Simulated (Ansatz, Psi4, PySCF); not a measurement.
AlI3, charge -1, doublet, at a GFN2-xTB geometry (such geometries of metal compounds can be far from the true shape) (a state made from the parent by changing its charge; the spin is typed, not shown lowest) (all electrons, no relativity) (in this run its highest filled SCF level lies above zero, so its values depend strongly on the basis, on diffuse functions most of all). Base run: WB97M-V/STO-3G (PySCF).

PySCF was given this input:
```python
from pyscf import gto, scf, dft

mol = gto.Mole()
mol.atom = '''
    Al   -0.00005548   -0.01804802    0.00950175
    I    -2.21432464   -1.52782833   -0.06927200
    I     0.00722505    2.35047760   -1.23745696
    I     2.20711320   -0.81822240    1.30439834
'''
mol.basis = 'sto-3g'
mol.charge = -1
mol.spin = 1
mol.verbose = 4
mol.build()

mf = dft.UKS(mol)
mf.xc = 'wb97m_v'
mf.kernel()
```

The same geometry, method and basis name were run in Ansatz (a first-principles code) and Psi4 and PySCF, at each program's defaults and at the settings that a row names. The base is PySCF at its defaults. Differences at the defaults can come from grids, fitting, cores and function types together. The rows with settings made alike still differ; the cause (another SCF solution, basis table, core potential or functional code) wasn't traced.

```
code and settings                                                               ΔE vs base (µEh)  basis functions        E (Eh)  SCF cycles
------------------------------------------------------------------------------  ----------------  ---------------  ------------  ----------
PySCF, defaults (exact integrals, its default grid, spherical functions)                     0.0               90  -20798.50455           8
Ansatz, defaults (factorised integrals, its default grid, spherical functions)               0.1               90  -20798.50455           -
PySCF, fine grid                                                                           -91.3               90  -20798.50464           8
Psi4, exact integrals, spherical functions, fine grid                                       -998               90  -20798.50555           9
```

Open shells are given as the SCF converged; they aren't shown to be the lowest states, and a large step between rows can be another state.
